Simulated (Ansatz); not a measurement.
# One arrangement of a pair

The pair of Ag⁺ (SMILES [Ag+], atom 1) and HBr (SMILES Br, atoms 2–3), both closed shells, in one local arrangement (a lower one may exist), relaxed at PBE0-D4/def2-TZVP:

| atom | x (Å) | y (Å) | z (Å) |
| --- | --- | --- | --- |
| Ag1 | 0.0331 | -0.0260 | -1.8429 |
| Br2 | 0.5115 | -0.4009 | 0.6718 |
| H3 | -0.5446 | 0.4269 | 1.1710 |

Program: Ansatz 0.2.0. Basis: def2-TZVPPD, with def2-QZVPPD for the basis limit. Cores are frozen in the correlated methods. Filled d shells of the heavier atoms are correlated. Core potentials replace the inner electrons of the atoms past krypton. The def2 sets are not built for correlating such inner shells, so the correlated values are less sure here. B3LYP uses VWN-RPA correlation. Extrapolation: Hartree–Fock as exp(−7.88 √X), correlation as X^−2.97. Interaction energies count from these two fragments, frozen as in the pair, with the counterpoise correction; negative means bound.

(1) What is the interaction energy by CCSD(T) at an estimated basis limit (MP2 extrapolated from triple and quadruple zeta, plus CCSD(T) − MP2 in triple zeta)? (Judge from chemistry; the value comes from the calculation.)

(2) Which atoms make the shortest contact between the fragments?

The T1 diagnostic stays at or below 0.010.

Answers

(1) Computed: -104.4 kJ/mol. Hartree–Fock alone gives -49.5 kJ/mol at the basis limit. It counts from the two fragments frozen as in the pair.

The same quantity by other methods in triple zeta, and each one's difference from that estimate:
```
   method  E_int (kJ/mol)  difference
   PBE-D4          -127.8       -23.4
revPBE-D4          -114.1        -9.6
  BLYP-D4          -123.1       -18.7
r2SCAN-D4          -122.3       -17.9
   B97M-V          -113.6        -9.2
  PBE0-D4          -110.0        -5.6
 B3LYP-D4          -111.1        -6.7
 HSE06-D4          -110.0        -5.6
  wB97X-V           -99.3         5.1
  wB97M-V           -99.1         5.3
   B2PLYP           -98.7         5.8
       HF           -47.3        57.2
      MP2           -93.6        10.9
     CCSD           -80.6        23.8
  CCSD(T)           -86.0        18.4
```
Differences are method less estimate.

(2) Ag1 and Br2, 2.59 Å apart.

Basis-set superposition shift (counterpoise-corrected less uncorrected): CCSD(T) 7.2; MP2 6.9; HF 0.3; PBE0-D4 0.3; wB97M-V 0.4 kJ/mol.

For scale, one of the runs: CCSD(T)/def2-TZVPPD, 130 basis functions, launched by `ansatz run in.yaml --threads 2 --pin off --events-out ev --progress --plain --max-ram 5222MiB`. Hardware: 2 CPU threads of an Arm Neoverse V1, shared host. Wall time about 14 s.
